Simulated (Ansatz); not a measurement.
Reaction (cleavage of the Si–Si bond): `O[SiH](F)[SiH2]Br` + `[OH][GeH3]` → `O[SiH](F)[O][GeH3]` + `[SiH3]Br`

Gas-phase electronic energies from Ansatz, PBE0-D4/def2-TZVP geometries. CCSD(T)/CBS is the MP2 limit (def2-TZVPP, def2-QZVPP) plus CCSD(T) − MP2 in def2-TZVPP, frozen cores. DFT in def2-TZVPP. For Br, Ge outer-core shells are correlated without core-valence functions, which leaves a few kJ/mol of doubt a bond. Scalar relativity is left out up to krypton. Each species was taken in one conformer, which may not be the lowest.

(1) Is it downhill or uphill in electronic energy at CCSD(T)/CBS, and by how much? (Estimate.)

(2) What do these levels give: LDA (SPW92), PBE-D4, revPBE-D4, r2SCAN0-D4, ωB97X-V, ωB97M-V, PBE, MP2/def2-SVP, HF/def2-TZVPP, CCSD/def2-TZVPP, CCSD(T)/def2-TZVPP, MP2/def2-QZVPP? (An estimate is asked.)

(3) What do rigid-rotor, harmonic-oscillator terms from PBE0-D4/def2-TZVP frequencies (298.15 K, 1 bar) make of the CCSD(T)/CBS value? (Estimate.)

Largest T1 diagnostic among the species: 0.012.

## Answers

(1) Computed: Downhill: ΔE = -1.58 eV.

(2) The calculation gave: LDA (SPW92) -1.33, PBE-D4 -1.25, revPBE-D4 -1.24, r2SCAN0-D4 -1.58, ωB97X-V -1.54, ωB97M-V -1.60, PBE -1.26, MP2/def2-SVP -1.66, HF/def2-TZVPP -1.90, CCSD/def2-TZVPP -1.66, CCSD(T)/def2-TZVPP -1.62, MP2/def2-QZVPP -1.65 eV.

(3) Ansatz gave: ΔZPE = -0.04 eV, ΔH = -1.63 eV, ΔS = -4 J/(mol·K), ΔG = -1.61 eV. Modes under 50 cm⁻¹ make the entropy rough.

In def2-TZVPP, CCSD(T) changes the Hartree–Fock value by +0.29 eV (the triples alone add +0.05 eV) and MP2 by +0.24 eV. From BLYP to BHLYP (50 % exact exchange), in def2-TZVPP and without D4, ΔE moves by −0.26 eV. Leaving LDA and LC-ωPBE aside and taking each functional with its dispersion term where it has one, the values, not all of them listed here, spread over 0.44 eV, from BHLYP-D4 to revPBE-D4. LDA lies −0.06 eV from PBE without D4.
